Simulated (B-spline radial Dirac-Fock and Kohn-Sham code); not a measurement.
Satellites and hypersatellites of the K lines of Re

System: atomic rhenium, [Xe] 4f14 5d5 6s2.

Level of theory: ΔSCF Dirac-Fock with Breit, self-energy and vacuum polarisation, finite nucleus, configuration average; a B-spline atomic structure program. Each two-hole energy is an average over J within one jj subconfiguration, not an observable level; in light atoms, where LS coupling holds, the j-resolved values are not observed lines, and for a K spectator the Kα1 hypersatellite is nearly forbidden. The model has no electron correlation.

Lines without a spectator: Kα2 (K-L2) 59713.2 eV, Kα1 (K-L3) 61136.6 eV, Kβ3 (K-M2) 68987.2 eV, Kβ1 (K-M3) 69300.1 eV. Shifts in eV with one spectator hole (a dash: not computed, or left out as unreliable):

```
spectator hole      Kα2      Kα1      Kβ3      Kβ1
        K (1s)  +1001.3  +1079.3  +1296.9  +1315.1
    L2 (2p1/2)   +128.4   +173.6        –   +328.5
    L3 (2p3/2)    +95.6   +105.5   +245.1        –
    M2 (3p1/2)        –   +27.55    +52.5    +62.4
    M3 (3p3/2)   +14.77        –    +44.2    +44.8
    M4 (3d3/2)    +4.94    +1.55        –        –
    M5 (3d5/2)    -0.53    +3.59        –        –
```
